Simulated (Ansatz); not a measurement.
The cluster Li₃Al⁻. The state is a doublet with charge -1. Geometry r2SCAN-D4/def2-TZVPD; atoms count from 1.

Cartesian coordinates in Å:
```
Li -1.6430 0.1714 -0.3366
Li 0.8806 1.4027 -1.0882
Li 0.0781 -0.3192 1.9544
Al 0.6843 -1.2549 -0.5296
```

The charge -1 doublet is spin-contaminated (final ⟨S²⟩ up to 1.17, 0.75 for a pure state). The highest occupied level of the charge -1 doublet lies above zero (up to 0.07 eV). It is a level of β spin, whose loss leaves a triplet; that state wasn't run at this geometry and level. The electron is either unbound and held by the finite basis, or the level is raised by self-interaction error. The geometry of the doublet was relaxed on an unsound state (⟨S²⟩ 1.36, where a pure state has 0.75). The structure comes from a short search, and lower isomers may exist.

(1) Estimate the Mulliken populations from the PBE0/def2-TZVPD orbitals of Ansatz.

(2) Where does the spin sit?

(3) And the Mayer bond orders between bonded heavy atoms (over 0.3)?

## Answers

(1) 
```
atom  charge (e)  spin (α − β)
 Li1       -0.09         -0.20
 Li2        0.10         -0.11
 Li3        0.10         -0.11
 Al4       -1.11          1.43
```
Mulliken values and Mayer orders depend strongly on the basis. With diffuse functions, as here, like atoms can get unlike values, and bond orders can come out too low or too high.

(2) Summed by element: Li -0.43, Al 1.43, of 1 unpaired in all. Largest on single atoms: Al4 1.43, Li1 -0.20, Li3 -0.11.

(3) Li1–Li2 0.40 (2.91 Å); Li1–Li3 0.40 (2.91 Å); Li1–Al4 0.80 (2.74 Å); Li2–Al4 0.68 (2.72 Å); Li3–Al4 0.68 (2.72 Å).
